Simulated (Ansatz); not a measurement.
Consider the formal exchange of groups at the Al–Se bond: `C[Se][Al]([Cl])[Cl]` + `C#N` → `N#[C][Al]([Cl])[Cl]` + `C[SeH]`.

Program: Ansatz. Geometries: PBE0-D4/def2-TZVP. ΔE: electronic, gas phase. CCSD(T)/CBS is the MP2 limit (def2-TZVPP, def2-QZVPP) plus CCSD(T) − MP2 in def2-TZVPP, frozen cores. This one scheme is used for every species. DFT in def2-TZVPP. For Se outer-core shells are correlated without core-valence functions, which leaves a few kJ/mol of doubt a bond. Scalar relativity is left out up to krypton. One conformer a species, not always the lowest.

`C[Se][Al]([Cl])[Cl]`:

Cartesian coordinates in Å:
```
C -0.001 0.202 -1.498
Se 0.237 1.416 0.030
Al 0.035 -0.084 1.736
Cl 0.251 0.564 3.701
Cl -0.385 -2.096 1.368
H -0.588 -0.667 -1.214
H 0.976 -0.105 -1.861
H -0.525 0.769 -2.264
```

`C#N`:

```xyz
3

C     0.011    0.013   -0.019
N    -0.496   -0.559    0.834
H     0.485    0.546   -0.815
```

`N#[C][Al]([Cl])[Cl]`:

```xyz
5

N     1.626   -1.718   -0.695
C     0.865   -0.915   -0.371
Al   -0.395    0.417    0.169
Cl   -1.386    1.491   -1.286
Cl   -0.710    0.724    2.183
```

`C[SeH]`:

Cartesian coordinates in Å:
```
C 0.224 0.231 -0.441
Se -0.570 0.224 1.338
H 1.146 -0.346 -0.451
H 0.448 1.272 -0.666
H -0.481 -0.152 -1.176
H -0.767 -1.230 1.395
```

| species | CAM-B3LYP energy (Eh) |
| --- | --- |
| `C[Se][Al]([Cl])[Cl]` | -3604.66777 |
| `C#N` | -93.41674 |
| `N#[C][Al]([Cl])[Cl]` | -1255.89184 |
| `C[SeH]` | -2442.17420 |

Problem. Work out ΔE.

Solution. ΔE = (-1255.89184) + (-2442.17420) − (-3604.66777) − (-93.41674) = 0.01847 Eh = +0.50 eV. CCSD(T)/CBS gives +0.63 eV.

Largest T1 diagnostic among the species: 0.014.

Leaving LDA and LC-ωPBE aside and taking each functional with its dispersion term where it has one, the values, not all of them listed here, spread over 0.14 eV, from B97M-V to HSE06-D4. LDA lies +0.06 eV from PBE without D4. At CCSD(T), def2-SVP lies −0.10 eV from the extrapolated value and def2-TZVPP −0.06 eV.
